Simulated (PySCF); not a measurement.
A thermochemical cycle for NaAs

PBE0 in PySCF with def2-SVP on every atom, for the lowest determinant that a PBE0 search found; no spin–orbit coupling. NaAs, a triplet (π ↑↑), has De = 1.24 eV to neutral atoms, and NaAs⁺, a quartet (σ ↑, π ↑↑), has De = 0.27 eV to Na⁺ + As.

The adiabatic ionisation energy of NaAs, between the minima, is 6.18 eV.

Problem. Which ionisation energy of the Na atom does this level give?

Solution. IE(Na) = IE(molecule) + De(ion) − De(neutral) = 6.18 + 0.27 − 1.24 = 5.21 eV; the measured value is 5.139 eV (NIST ASD).

Weak bonds: NaAs⁺. Basis-set superposition, not corrected here, can be much of De in a small basis, most of all at correlated wavefunction levels. Spin–orbit coupling is left out. For an ion De counts to the pair picked by the measured ionisation energies or electron affinities, which need not be the lowest pair at this level. States were picked by a PBE0 search and need not be the measured ground states.
